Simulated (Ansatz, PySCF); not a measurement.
This Ansatz (a quantum-chemistry and plane-wave program) input computes a CCSD(T)/cc-pVDZ energy:

Ansatz 0.2 input:
```yaml
crystal:
  periodic: [false, false, false]
  atoms:
    - {symbol: B, position_ang: [1.23064426, 0.07062978, -0.26220421]}
    - {symbol: O, position_ang: [0.06860450, -0.29693456, 0.33940966]}
    - {symbol: C, position_ang: [-1.15244660, 0.15858542, -0.01888637]}
    - {symbol: H, position_ang: [2.22679952, -0.41658462, 0.16611487]}
    - {symbol: H, position_ang: [1.20448738, 0.84657476, -1.17142803]}
    - {symbol: H, position_ang: [-1.98421933, -0.22164513, 0.54956749]}
    - {symbol: H, position_ang: [-1.23444531, 0.86247006, -0.83519233]}
basis:
  gaussian:
    orbitals: cc-pVDZ
magnetization: {spin_polarized: true, initial_magnetization: 1}
correlation: {method: ccsd_t, electrons: outside_noble_gas}
```

Q: Write an input for the same energy in PySCF and say what it gives.

A: 
```python
from pyscf import gto, scf, mp, cc as ccmod

mol = gto.M(
    atom='''
    B     1.23064426    0.07062978   -0.26220421
    O     0.06860450   -0.29693456    0.33940966
    C    -1.15244660    0.15858542   -0.01888637
    H     2.22679952   -0.41658462    0.16611487
    H     1.20448738    0.84657476   -1.17142803
    H    -1.98421933   -0.22164513    0.54956749
    H    -1.23444531    0.86247006   -0.83519233
    ''',
    basis='cc-pvdz',
    charge=0,
    spin=1,
    verbose=4,
)

mf = scf.UHF(mol)
mf.conv_tol = 1e-10
mf.max_cycle = 100
mf.kernel()
mo, _, stable, _ = mf.stability(return_status=True)
if not stable:
    mf.kernel(mf.make_rdm1(mo, mf.mo_occ))
mp2 = mp.MP2(mf, frozen=3).run()
cc = ccmod.CCSD(mf, frozen=3)
cc.max_cycle = 100
cc.kernel()
et = cc.ccsd_t()
print(f'E(CCSD(T)) = {cc.e_tot + et:.9f}')
```
It gives -140.15754 Eh, and Ansatz -140.15754 Eh, a difference of 0.00 mEh.

It need not be the lowest isomer of its formula.
